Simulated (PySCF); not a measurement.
A structure optimised at PBE-D3(BJ)/def2-SVP, used in a PySCF frequency run:

```
C
H 1 1.1132
O 1 1.4474 2 107.86
Si 3 1.7032 1 117.72 2 -150.67
H 4 1.5009 3 107.13 1 141.84
H 4 1.5058 5 109.12 3 -120.32
C 4 1.8978 5 114.31 6 -125.57
H 7 1.1080 4 112.37 5 5.87
H 7 1.1090 8 108.18 4 -122.89
Si 7 1.9023 8 111.71 9 -122.14
H 10 1.5054 7 110.72 8 -20.51
H 10 1.5059 11 109.13 7 -125.87
Si 1 1.9119 2 108.16 3 119.47
H 13 1.5035 1 110.83 2 -64.34
H 13 1.5064 14 109.71 1 -121.90
H 13 1.5073 14 108.55 15 -118.81
```

Problem. Write its SMILES and formula.

Solution. [SiH3][C@H]1O[SiH2]C[SiH2]1, C₂H₁₀OSi₃

Problem. What are its rotational constants (standard atomic weights)?

Solution. 2.4578, 1.5351, 1.1566 GHz
